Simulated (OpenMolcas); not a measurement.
# Fe4+, Ru4+, Os4+: d4 down the group

| Item | Value |
| --- | --- |
| Program | OpenMolcas |
| Method | MS-CASPT2, IPEA 0.25 Eh, imaginary shift 0.1 Eh |
| Basis | ANO-RCC-VTZP |
| Scalar Hamiltonian | DKH2, point nucleus |
| Spin-orbit coupling | state interaction with AMFI integrals over the reference wave functions, term energies averaged over their components |

Active space for each ion: 4 electrons in 10 orbitals (d d); closed shells correlated by CASPT2: Fe4+ 3s 3p; Ru4+ 4s 4p; Os4+ 5s 5p.

Computed levels in cm-1 above 5D0:

```tsv
Level	Fe4+	Ru4+	Os4+
5D1	155	488	4370
5D2	455	1308	8210
5D3	884	2330	11220
5D4	1426	3500	13300
3P0(1)	24810	16690	18800
3H4	25540	18150	21210
3P1(1)	25740	19110	25400
3H5	25890	19340	26370
3H6	26280	20350	28780
weight of 5D in the lowest level (%)	100	97	64
```

Mixed levels, with the weight of the term that names them: Os4+ 5D0 (64 %), Os4+ 5D4 (70 %), Os4+ 3P0(1) (52 %), Os4+ 3H4 (57 %).

Measured, with the error of the calculation in %. Measured levels: Fe4+ from Corliss and Sugar, J. Phys. Chem. Ref. Data 11, 135 (1982); Os4+ from the list in Palmeri et al., Atoms 14, 22 (2026).

```json
{"Level": "5D1", "Fe4+": "142 (+9.0)", "Os4+": "4311 (+1.4)"}
{"Level": "5D2", "Fe4+": "417 (+9.0)", "Os4+": "8083 (+1.6)"}
{"Level": "5D3", "Fe4+": "803 (+10.1)", "Os4+": "11018 (+1.9)"}
{"Level": "5D4", "Fe4+": "1283 (+11.2)", "Os4+": "12966 (+2.5)"}
{"Level": "3P0(1)", "Fe4+": "24055 (+3.2)", "Os4+": ""}
{"Level": "3H4", "Fe4+": "24932 (+2.4)", "Os4+": "20374 (+4.1)"}
{"Level": "3P1(1)", "Fe4+": "24973 (+3.1)", "Os4+": "24680 (+2.9)"}
{"Level": "3H5", "Fe4+": "25226 (+2.6)", "Os4+": "25344 (+4.0)"}
{"Level": "3H6", "Fe4+": "25528 (+3.0)", "Os4+": "27669 (+4.0)"}
```

The fine-structure level 5D4 changes by a factor of 9.33 from Fe4+ to Os4+.

Without spin-orbit coupling 3P(1) lies 25610, 18300, 16000 cm-1 above 5D in that order; the difference to the level 3P0(1), of either sign, comes from spin-orbit coupling, which also lowers the zero.

Term energies are means over components that CASPT2 splits; among the terms shown or strongly mixed into the levels shown the widest spread is 930 cm-1 (5d4 1I, Os4+). Active for correlation alone: 4d; no level in the range computed is led by a configuration that fills it, so any true level of that kind is missing (holds for Fe4+). Active for correlation alone: 5d; no level in the range computed is led by a configuration that fills it, so any true level of that kind is missing (holds for Ru4+). Active for correlation alone: 6d; no level in the range computed is led by a configuration that fills it, so any true level of that kind is missing (holds for Os4+). The CASPT2 spread within a term exceeds the gap to the next term for 5d4 3H and 5d4 3P(1), 5d4 3D and 5d4 1I, so the order of their levels is uncertain (holds for Os4+). Measured partners are found by configuration, term and J. A level has none where our copy of the source lacks it or the pairing is in doubt (some pairs that miss far off the trend of their configuration count as doubtful), and it then counts in no deviation. Only configurations of the active space appear.

A number in round brackets counts repeated terms of one configuration in the order of the reference energies.
